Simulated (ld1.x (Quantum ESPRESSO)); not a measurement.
# Building the RRKJ potential for Ru (Z = 44) (PBE, scalar-relativistic).

Ru (Z = 44), norm-conserving RRKJ (Kleinman–Bylander form), made with ld1.x (Quantum ESPRESSO) 7.5 (PBE, scalar-relativistic). Core [Kr], reference 4d7 5s1 5p0. Waves: 5s (bound): rc 1.25 bohr; 5p (bound, empty): rc 2.60 bohr; 4d (bound): rc 1.20 bohr; 4f channel at 0.1 Ry: rc 2.40 bohr. Local part: all-electron potential smoothed inside 0.90 bohr (lloc = -1). Core correction: a·sin(br)/r model core inside 0.65 bohr. rho0 = 0.02.

All-electron outer shells of the reference configuration (PBE, scalar-relativistic, ld1.x):

| shell | level (eV) | outermost node (bohr) | outermost maximum (bohr) |
| --- | --- | --- | --- |
| 4s | -76.37 | 0.48 | 0.92 |
| 4p | -46.42 | 0.49 | 0.98 |
| 4d | -5.20 | 0.48 | 1.21 |
| 5s | -4.24 | 1.24 | 2.73 |
| 5p | -0.91 | 1.41 | 3.97 |

Question: Does this generation succeed?

Answer: No. ld1.x (Quantum ESPRESSO) 7.5 stopped with "compute_phi: phi has nodes before r_c": the RRKJ expansion in Bessel functions gave a pseudo-wave with a node inside its radius. Before that it printed "This function has    2 nodes for 0 < r <    1.241".
